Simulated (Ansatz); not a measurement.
Input for Ansatz (a quantum-chemistry and plane-wave program): R-PBE/def2-TZVPP on BH2IO (SMILES OBI), a point of a torsion scan. Elements past Kr take the def2 small-core potentials; no spin–orbit coupling.

Ansatz 0.2 input:
```yaml
crystal:
  periodic: [false, false, false]
  atoms:
    - {symbol: O, position_ang: [-1.00174561, -0.26826614, -0.37354159]}
    - {symbol: B, position_ang: [0.21206867, 0.21975540, -0.55478321]}
    - {symbol: I, position_ang: [0.38567734, 1.90124702, -1.82616105]}
    - {symbol: H, position_ang: [-1.25622292, -0.71341910, 0.43222775]}
    - {symbol: H, position_ang: [1.17034977, -0.15198624, 0.01832624]}
basis:
  gaussian:
    orbitals: def2-TZVPP
hamiltonian:
  xc: {name: PBE}
scf: {lower_state_search: off}
```

Program output:

```
WARN ansatz: RAYON_NUM_THREADS=1 ignored (pool sized by the plan → 1); use --threads N
Functional definition: PBE
these checks for a lower state are left out or cut short: stability, starts, cluster_reference, orbital_swaps, neighbouring_geometries, increment
integrals: 0.04 GiB planned
805 factors; their error is unknown
mean field: 0.38 GiB planned
mean field evaluation 1: about -10848.3645 eV, gradient 6.4e1 eV
mean field evaluation 2: about -10806.4563 eV, gradient 1.5e2 eV
mean field evaluation 4: about -10855.3393 eV, gradient 1.9e1 eV
mean field evaluation 8: about -10856.1912 eV, gradient 2.1e-1 eV
mean field evaluation 16: about -10856.1807 eV, gradient 9.2e-5 eV
mean field -10856.18069330 eV, -398.9572818953 hartree, gradient 6.5e-6 eV, S^2 0.000000; 0 other end points of the search recorded, 0 dependent functions left out
reference -10856.18072656 eV, -398.9572831173 hartree; 20, 20 occupied and 120, 120 virtual orbitals, 805 factors
Total energy: -10856.18072656 eV, -398.9572831173 hartree
Checks for a lower state left out: stability, starts, cluster_reference, orbital_swaps, neighbouring_geometries, increment
```

Self-consistency was reached.

Cost: around 2.3 core-seconds (rough).
